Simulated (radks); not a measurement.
Values are calculated unless marked as measured or tabulated.
Neutral iron inside a hard spherical wall (all orbitals vanish at R), configuration held at [Ar] 3d6 4s2 and not refilled when levels cross. Code: a radial shooting solver on a logarithmic mesh with Libxc functionals. Model: non-relativistic Kohn-Sham, PBEsol, spin-unpolarised, spherical densities, point nucleus. Eigenvalues in eV, with the zero of energy where the potential of the charges vanishes at infinity; a dash marks a level that is unbound or too diffuse for the functional's potential to be trusted. A positive occupied level is held by the wall or, in an anion where self-interaction has pushed it up, behind a barrier. The pressure on the wall is -dE/dV.

R (bohr)  E (hartree)  kinetic (hartree)    e(3s)    e(3p)   e(3d)   e(4s)  e(4p, empty)  e(5s, empty)  pressure (GPa)
free      -1262.12929           1261.005  -91.693  -59.514  -7.801  -5.219        -1.328             -               0
20        -1262.12929           1261.005  -91.693  -59.514  -7.801  -5.219        -1.328             -        < 0.0001
15        -1262.12929           1261.005  -91.693  -59.514  -7.800  -5.219        -1.324         0.325        < 0.0001
12        -1262.12927           1261.005  -91.690  -59.511  -7.797  -5.216        -1.300         0.838        0.000514
8         -1262.12621           1261.030  -91.512  -59.333  -7.624  -5.061        -0.878         4.078           0.132
7         -1262.11944           1261.073  -91.252  -59.073  -7.373  -4.814        -0.398         6.589           0.545
5         -1262.02753           1261.504  -89.337  -57.166  -5.553  -2.631         3.002        20.403            11.4
3         -1260.71068           1266.039  -78.195  -46.227   5.330  16.784        27.405        96.727             563
2         -1253.77357           1287.862  -51.365  -19.101  35.657  92.351        109.80        305.60           10300
